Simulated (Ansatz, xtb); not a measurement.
**Relative energy of two isomers of C6H9NO**

Structure a is `C[C@@H]1CO[C@@H](C#N)C1`, a singlet and structure b is `N[C@@H]1CC=CC(=O)C1`, a singlet. Both are isolated molecules in the gas phase, relaxed with B3LYP-D3(BJ)/def2-SVP, each in the lowest conformer that the search found.

Quicker runs give these differences E(b) − E(a): GFN2-xTB −4.5 kJ/mol; HF/STO-3G +136.6 kJ/mol (at GFN2-xTB geometries); r2SCAN-D4/def2-SVP −54.8 kJ/mol (at GFN2-xTB geometries).

Question: Which of the two would you expect CCSD(T)/def2-SVP + ΔMP2/def2-TZVPP electronic energies to favour?

Answer: Structure b; the calculation gives E(b) − E(a) = −25.1 kJ/mol.

How the difference moves with the method:

```
                             level               geometry  E(b) − E(a) (kJ/mol)  departure from the last row (kJ/mol)  job, with rough time for the two
                          GFN2-xTB               GFN2-xTB                    −4.5                                 +20.5              optimisation, 0.21 s
                         HF/STO-3G               GFN2-xTB                  +136.6                                +161.7               single point, 0.5 s
                r2SCAN-D4/def2-SVP               GFN2-xTB                   −54.8                                 −29.7               single point, 4.7 s
             B3LYP-D3(BJ)/def2-SVP  B3LYP-D3(BJ)/def2-SVP                   −47.1                                 −22.1                optimisation, 67 s
                       HF/def2-SVP  B3LYP-D3(BJ)/def2-SVP                   −21.9                                  +3.1           part of the CCSD(T) run
                      MP2/def2-SVP  B3LYP-D3(BJ)/def2-SVP                   −15.9                                  +9.2           part of the CCSD(T) run
                  CCSD(T)/def2-SVP  B3LYP-D3(BJ)/def2-SVP                   −21.8                                  +3.2                      single point
CCSD(T)/def2-SVP + ΔMP2/def2-TZVPP  B3LYP-D3(BJ)/def2-SVP                   −25.1                                                   single point, 2.7 min
```

As drawn, b has 1 C–N, 1 C=C, 1 C=O, 2 N–H in place of 2 C–O, 1 C≡N, 2 C–H. Structure a has a 5-membered ring, b a 6-membered ring.

HF/STO-3G puts the two in the other order. The largest departure from CCSD(T)/def2-SVP + ΔMP2/def2-TZVPP is that of HF/STO-3G, 161.7 kJ/mol. The last row adds to CCSD(T) the change of the MP2 difference between the two basis sets, here −3.2 kJ/mol.

With thermal terms from frequencies at re-optimised GFN2-xTB minima (ideal gas, soft modes damped towards free rotors, one conformer each, 298.15 K, 1 atm): the zero-point term adds +0.5 kJ/mol; ΔH is −25.8 and ΔG −21.8 kJ/mol.

The correlated steps freeze 8 core orbitals. Programs: Ansatz 0.2.0, xtb 6.7.1; the last row on 4 threads of Arm Neoverse V1 on a shared host.
